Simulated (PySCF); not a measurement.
HGeO (SMILES [OH+]=[Ge]), charge +1, singlet, geometry from GFN2-xTB, with bond 3-1 at 1.8 times its length; PySCF with HF/6-31G*.

PySCF was given this input:
```python
from pyscf import gto, scf

mol = gto.M(
    atom='''
O    -0.00000000   -0.00000000   -1.24787863
Ge    0.00000000    0.00000000    0.38151971
H     0.00000000    0.00000000   -3.00778028
''',
    basis='6-31g*',
    charge=1,
    verbose=4,
)

mf = scf.RHF(mol)
mf.kernel()
mo_i, mo_e, stable_i, stable_e = mf.stability(internal=True, external=True, return_status=True, nroots=6, tol=1e-6)
print('internally stable:', stable_i, ' externally stable:', stable_e)
if not stable_e:
    umf = mf.to_uhf() if not hasattr(mf, 'xc') else mf.to_uks()
    umf.scf_summary = {}
    umf.kernel(umf.make_rdm1(mo_e, umf.mo_occ))
mf.analyze()
```

Q: Predict the main parts of the log of this PySCF run.

A: 
```
PySCF version 2.14.0

[INPUT] verbose = 4
[INPUT] num. atoms = 3
[INPUT] num. electrons = 40
[INPUT] charge = 1
[INPUT] spin (= nelec alpha-beta = 2S) = 0
[INPUT] symmetry False subgroup None
[INPUT] Mole.unit = angstrom
[INPUT] Symbol           X                Y                Z      unit          X                Y                Z       unit  Magmom
[INPUT]  1 O      0.000000000000   0.000000000000  -1.247878630000 AA    0.000000000000   0.000000000000  -2.358148847397 Bohr   0.0
[INPUT]  2 Ge     0.000000000000   0.000000000000   0.381519710000 AA    0.000000000000   0.000000000000   0.720967763023 Bohr   0.0
[INPUT]  3 H      0.000000000000   0.000000000000  -3.007780280000 AA    0.000000000000   0.000000000000  -5.683880972068 Bohr   0.0

nuclear repulsion = 90.5424292806699
number of shells = 20
number of NR pGTOs = 126
number of NR cGTOs = 48
basis = 6-31g*
ecp = {}

******** <class 'pyscf.scf.hf.RHF'> ********
method = RHF
initial guess = minao
damping factor = 0
level_shift factor = 0
DIIS = <class 'pyscf.scf.diis.CDIIS'>
diis_start_cycle = 1
diis_space = 8
diis_damp = 0
SCF conv_tol = 1e-09
SCF conv_tol_grad = None
SCF max_cycles = 50
direct_scf = True
direct_scf_tol = 1e-13
Set gradient conv threshold to 3.16228e-05
Initial guess from minao.
init E= -2149.48606130851
cycle= 1 E= -2150.0130466005  delta_E= -0.527  |g|= 0.618  |ddm|= 1.66
cycle= 2 E= -2150.00916489364  delta_E= 0.00388  |g|= 0.672  |ddm|= 0.906
cycle= 3 E= -2150.09990986973  delta_E= -0.0907  |g|= 0.0395  |ddm|= 0.397
cycle= 4 E= -2150.10063694918  delta_E= -0.000727  |g|= 0.0187  |ddm|= 0.0809
cycle= 5 E= -2150.10072162425  delta_E= -8.47e-05  |g|= 0.00493  |ddm|= 0.0183
cycle= 6 E= -2150.10074528145  delta_E= -2.37e-05  |g|= 0.00144  |ddm|= 0.0118
cycle= 7 E= -2150.10074726503  delta_E= -1.98e-06  |g|= 0.000314  |ddm|= 0.00374
cycle= 8 E= -2150.10074733551  delta_E= -7.05e-08  |g|= 6e-05  |ddm|= 0.000838
cycle= 9 E= -2150.10074733805  delta_E= -2.54e-09  |g|= 1.01e-05  |ddm|= 0.000155
cycle= 10 E= -2150.10074733812  delta_E= -6.64e-11  |g|= 1.58e-06  |ddm|= 2.42e-05
Extra cycle  E= -2150.10074733812  delta_E= -2.73e-12  |g|= 6.03e-07  |ddm|= 2.33e-06
converged SCF energy = -2150.10074733812
rhf_internal: lowest eigs of H = [0.64342738 0.64342738 0.93846505 0.93846505 1.08342212 1.08342237]
<class 'pyscf.scf.hf.RHF'> wavefunction is stable in the internal stability analysis
rhf_real2complex: lowest eigs of H = [0.13953684 0.13953684 0.19141673 0.21382119 0.21806084 0.21806092]
<class 'pyscf.scf.hf.RHF'> wavefunction is stable in the real -> complex stability analysis
rhf_external: lowest eigs of H = [-0.04170391  0.0856408   0.0856408   0.10769959  0.10769961  0.13057314]
<class 'pyscf.scf.hf.RHF'> wavefunction has an RHF/RKS -> UHF/UKS instability
internally stable: True  externally stable: False

******** <class 'pyscf.scf.uhf.UHF'> ********
method = UHF
initial guess = minao
damping factor = 0
level_shift factor = 0
DIIS = <class 'pyscf.scf.diis.CDIIS'>
diis_start_cycle = 1
diis_space = 8
diis_damp = 0
SCF conv_tol = 1e-09
SCF conv_tol_grad = None
SCF max_cycles = 50
direct_scf = True
direct_scf_tol = 1e-13
number electrons alpha = 20  beta = 20
Set gradient conv threshold to 3.16228e-05
init E= -2149.9139268007
cycle= 1 E= -2150.02930462315  delta_E= -0.115  |g|= 0.205  |ddm|= 0.488
cycle= 2 E= -2150.07996535323  delta_E= -0.0507  |g|= 0.155  |ddm|= 0.369
cycle= 3 E= -2150.09734740857  delta_E= -0.0174  |g|= 0.0603  |ddm|= 0.132
cycle= 4 E= -2150.10388700099  delta_E= -0.00654  |g|= 0.0237  |ddm|= 0.146
cycle= 5 E= -2150.10436668741  delta_E= -0.00048  |g|= 0.00842  |ddm|= 0.038
cycle= 6 E= -2150.10459534519  delta_E= -0.000229  |g|= 0.00602  |ddm|= 0.0227
cycle= 7 E= -2150.10476721615  delta_E= -0.000172  |g|= 0.00528  |ddm|= 0.0191
cycle= 8 E= -2150.10500836149  delta_E= -0.000241  |g|= 0.00368  |ddm|= 0.0338
cycle= 9 E= -2150.10516529318  delta_E= -0.000157  |g|= 0.00189  |ddm|= 0.042
cycle= 10 E= -2150.10517898443  delta_E= -1.37e-05  |g|= 0.00123  |ddm|= 0.00773
cycle= 11 E= -2150.10518670279  delta_E= -7.72e-06  |g|= 0.000718  |ddm|= 0.00574
cycle= 12 E= -2150.10519033935  delta_E= -3.64e-06  |g|= 0.000274  |ddm|= 0.00947
cycle= 13 E= -2150.10519051985  delta_E= -1.8e-07  |g|= 0.000165  |ddm|= 0.00393
cycle= 14 E= -2150.10519072829  delta_E= -2.08e-07  |g|= 3.97e-05  |ddm|= 0.002
cycle= 15 E= -2150.1051907328  delta_E= -4.51e-09  |g|= 1.93e-05  |ddm|= 0.000379
cycle= 16 E= -2150.10519073435  delta_E= -1.55e-09  |g|= 4.47e-06  |ddm|= 0.000136
cycle= 17 E= -2150.10519073439  delta_E= -3.96e-11  |g|= 1.61e-06  |ddm|= 1.43e-05
Extra cycle  E= -2150.10519073439  delta_E= -2.27e-12  |g|= 9.46e-07  |ddm|= 3.14e-06
converged SCF energy = -2150.10519073439  <S^2> = 0.38004138  2S+1 = 1.5875029
**** SCF Summaries ****
Total Energy =                       -2150.100747338119163
Nuclear Repulsion Energy =              90.542429280669850
One-electron Energy =                -3168.625298789048429
Two-electron Energy =                  927.982122170259572
Two-electron Coulomb Energy =         1013.615683415354283
DFT Exchange-Correlation Energy =      -85.633561245094711
**** MO energy ****
MO #1   energy= -405.530459438751  occ= 2
MO #2   energy= -52.4632205975635  occ= 2
MO #3   energy= -46.5527426543578  occ= 2
MO #4   energy= -46.5527426543577  occ= 2
MO #5   energy= -46.550646002038   occ= 2
MO #6   energy= -20.8056285665754  occ= 2
MO #7   energy= -7.489966340104    occ= 2
MO #8   energy= -5.46146824401937  occ= 2
MO #9   energy= -5.46146824401935  occ= 2
MO #10  energy= -5.45721571591122  occ= 2
MO #11  energy= -1.91955377517449  occ= 2
MO #12  energy= -1.9144551483395   occ= 2
MO #13  energy= -1.91445514833948  occ= 2
MO #14  energy= -1.91003435230006  occ= 2
MO #15  energy= -1.91003435230004  occ= 2
MO #16  energy= -1.48530914266139  occ= 2
MO #17  energy= -0.858169770448324 occ= 2
MO #18  energy= -0.718598223777685 occ= 2
MO #19  energy= -0.718598223777681 occ= 2
MO #20  energy= -0.655757481619596 occ= 2
MO #21  energy= -0.250502410962648 occ= 0
MO #22  energy= -0.163013386035436 occ= 0
MO #23  energy= -0.163013386035426 occ= 0
MO #24  energy= -0.0279339106587679 occ= 0
MO #25  energy= 0.0510086881182463 occ= 0
MO #26  energy= 0.122099108357989  occ= 0
MO #27  energy= 0.122099108358007  occ= 0
MO #28  energy= 0.262493175575701  occ= 0
 ** Mulliken pop on meta-lowdin orthogonal AOs  **
 ** Mulliken pop  **
 ** Mulliken atomic charges  **
charge of    0O =     -0.72666
charge of    1Ge =      1.15134
charge of    2H =      0.57532

WARN: System has nonzero charge 1; the dipole moment is origin-dependent.
Location of origin: [0. 0. 0.]

Dipole moment(X, Y, Z, Debye): -0.00000, -0.00000, -3.83426
```
